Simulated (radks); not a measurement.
Q: Species: Kr I. Configuration: [Kr]. All-electron calculation, non-relativistic Kohn-Sham, LDA (Slater exchange, Perdew-Wang correlation), spin-polarised, spherical densities, point nucleus. Program: a radial shooting solver on a logarithmic mesh with Libxc functionals. Some entries of the table are withheld. Estimate them.

orbital  occ.  eigenvalue (hartree)  r(max) (bohr)  <r> (bohr)
1s          2             -509.9831            (1)     0.04250
2s          2             -66.28586         0.1584      0.1881
2p          6             -60.01725         0.1251         (2)
3s          2              -9.31501         0.4775      0.5427
3p          6              -7.08645         0.4676      0.5462
3d         10              -3.07393         0.4094      0.5543
4s          2              -0.82045          1.360       1.599
4p          6              -0.34626          1.553       1.950

A: 
(1) 1s r(max) (bohr): 0.02808
(2) 2p <r> (bohr): 0.1620
